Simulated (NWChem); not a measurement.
# AlHSClF; SMILES [SH][Al]([Cl])[F]

```xyz
5

Al     0.3433     0.0304     0.0000
Cl    -0.6617     1.8520     0.0000
F      2.0005     0.0215     0.0000
S     -0.7273    -1.8443     0.0000
H      0.4190    -2.5636     0.0000
```
Atoms are numbered in this order, from 1.

Computed with NWChem. Medium grid unless said otherwise, to which SCAN and Minnesota functionals are sensitive. Structure relaxed at the PBE0/def2-SVP level. Hybrids' shares of exact exchange are those that their runs print; pure functionals count as 0. The functionals differ in more than this share.

| row | share of exact exchange | highest occupied level (eV) |
|---|---|---|
| PBE/def2-SVP | 0.00 | -6.89 |
| M06-L/def2-SVP | 0.00 | -7.24 |
| B3LYP/def2-SVP | 0.20 | withheld |
| MPW1K/def2-SVP | 0.43 | -9.15 |
| MN15/def2-SVP | 0.44 | -8.79 |

**Question.** Fit a straight line of the last column on the one before it, predict the withheld value, and compare with the run.

**Answer.** 
1. Means of the 4 shown rows: x = 0.217, y = -8.018. Slope Σ(x − x̄)(y − ȳ)/Σ(x − x̄)² = -0.8269/0.1893 = -4.369; intercept -7.067.
2. The shown rows scatter about the line by 0.189 (root mean square); the largest residual is -0.20, at MPW1K/def2-SVP.
3. At x = 0.20 (B3LYP/def2-SVP; inside the shown range) the line gives -7.94.
4. The run gives -7.85, +0.09 from the line, 0.5 times the scatter.
